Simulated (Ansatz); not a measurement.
A structure relaxed at PBE-D4/def2-SVPD in Ansatz, charge -1, doublet:

```xyz
4

Hf   -1.483    0.477   -0.348
Si   -0.582   -1.192    1.410
Si    0.810    1.119   -1.356
Si    1.255   -0.403    0.295
```

Question: Give its formula and point group.

Answer: the cluster HfSi₃⁻. Point group C2v (tolerance 0.1 Å).

Question: Summarise the bond lengths by kind (pairs closer than 1.2 times the sum of covalent radii, bridged metal pairs left out).

Answer: 3 × Hf–Si 2.59 to 2.95 Å; 2 × Si–Si 2.29 Å. The metal has 3 neighbours: Si 2.59 Å, Si 2.59 Å, Si 2.95 Å.

In the def2 sets Hf takes a core potential; there is no spin–orbit coupling. Another isomer (doublet) lies 0.22 eV lower at PBE0-D4/def2-TZVPD; other spin states weren't run for this one.
